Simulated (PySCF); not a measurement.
## Working out the excitation energy of P²⁺

P²⁺ [Ne] 3s2 3p1 (2P) → P²⁺ [Ne] 3s1 3p2 (4P). Computed with PySCF 2.14 in aug-cc-pVDZ-DK, with scalar relativity by spin-free X2C-1e. Frozen: [Ne]. Energies in hartree (1 hartree = 27.21139 eV):

```csv
part,P²⁺ (lower),P²⁺ (upper)
UHF,-340.455290,-340.251738
CCSD correlation,-0.058130,-0.011873
(T),-0.000615,-0.000015
```

Task: What does Hartree-Fock give?

Result: (-340.251738) − (-340.455290) = 0.203552 hartree = 5.539 eV.

Task: What do CCSD and CCSD(T) give?

Result: The CCSD correlation energies differ by 0.046257 hartree = 1.259 eV and the triples by 0.000600 hartree = 0.016 eV, so CCSD gives 6.798 eV and CCSD(T) 6.814 eV.

A double-zeta basis recovers only part of the correlation energy.
